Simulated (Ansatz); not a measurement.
Mg10O13H6, relaxed as a singlet with RKS PBE-D4/def2-SVP in Ansatz, starting from the GFN1-xTB geometry. Force threshold 0.03 eV/Å.

Start:

```xyz
29

Mg    2.0856   -1.2221   -2.2607
Mg   -2.4469   -0.8395   -1.1187
Mg   -0.5355    1.3333   -1.0746
Mg    1.1802    0.9448    1.6556
Mg   -0.3086   -1.8008    0.5397
Mg   -1.4915    0.5473    1.4703
Mg    2.2906    1.2413   -1.0532
Mg   -0.2002   -0.0550   -3.3198
Mg    2.4587   -1.3254    0.3932
Mg   -0.0527   -2.8482   -1.8981
O     2.3651   -0.5346    2.1096
O    -0.3060    1.5512    2.6606
O    -1.3123   -1.3653    2.1018
O     3.2342   -0.3889   -1.0544
O     2.1200    2.2572    0.5479
O     1.3116   -2.5461   -0.4898
O     0.2225    0.0679    0.2389
O    -1.5728    2.2505    0.2284
O    -1.5369   -2.4394   -0.8729
O    -3.1595   -0.0581    0.4741
O     1.0069    1.1483   -2.3939
O     0.6418   -1.7664   -3.3043
O    -1.7247    0.3500   -2.3338
H     2.5764   -0.8782    2.9812
H    -0.4839    2.4179    2.2766
H    -2.1804   -1.7839    2.1020
H     2.3585    3.1680    0.7376
H    -2.4709    2.4442   -0.0610
H    -4.0694    0.1301    0.7175
```

```csv
step,energy (eV),largest force component (eV/Å),SCF passes
1,-81091.7152,1.270,25
2,-81092.3363,0.547,21
3,-81092.6094,0.568,20
4,-81092.7169,0.449,21
5,-81092.7483,0.812,21
6,-81092.7738,0.564,22
7,-81092.8034,0.203,20
8,-81092.8166,0.074,20
9,-81092.8230,0.164,21
10,-81092.8268,0.222,21
11,-81092.8292,0.171,23
13,-81092.8334,0.292,21
15,-81092.8366,0.915,21
17,-81092.9221,0.360,28
19,-81092.9586,0.640,22
21 (rejected),-81092.8778,1.033,22
23 (rejected),-81092.9759,0.373,21
25,-81092.9925,0.391,21
27,-81093.0190,0.154,21
29,-81093.0324,0.098,23
31,-81093.0337,0.113,22
33,-81093.0344,0.042,22
35 (rejected),-81093.0348,0.029,23
37,-81093.0350,0.054,14
39,-81093.0352,0.005,14
```

Force components are those of the run's own axes.

End:

Cartesian coordinates in Å:
```
Mg 1.942 -0.881 -2.325
Mg -2.599 -1.204 -1.204
Mg -0.954 1.238 -1.436
Mg 0.931 0.699 2.008
Mg -0.099 -1.617 0.411
Mg -1.651 0.856 1.292
Mg 1.777 1.275 -0.755
Mg -0.426 -0.338 -3.545
Mg 2.890 -1.306 0.279
Mg 0.158 -2.969 -1.934
O 2.311 -0.833 2.091
O -0.612 1.716 2.779
O -0.675 -0.918 2.187
O 3.200 -0.044 -1.103
O 2.111 2.035 1.044
O 1.506 -2.313 -0.646
O 0.055 0.403 0.140
O -1.857 2.370 -0.104
O -1.348 -2.581 -0.810
O -3.185 -0.193 0.407
O 0.759 0.896 -2.494
O 0.685 -1.908 -3.457
O -2.040 0.021 -2.574
H 2.124 -1.511 2.763
H -0.542 2.686 2.779
H -1.039 -1.336 2.985
H 3.011 2.280 1.313
H -2.584 2.995 -0.250
H -3.847 0.479 0.160
```

Bonds formed: Mg4–O13, Mg7–O17 (atoms count from 1).

The force fell under the threshold at step 35, but the optimiser went on. No frequencies were taken in this run, so the end may be a saddle point.

It took 2.7 min on 2 threads of AMD EPYC 7R13 on a shared host and a share (18 GiB) of an NVIDIA H100 80GB HBM3.
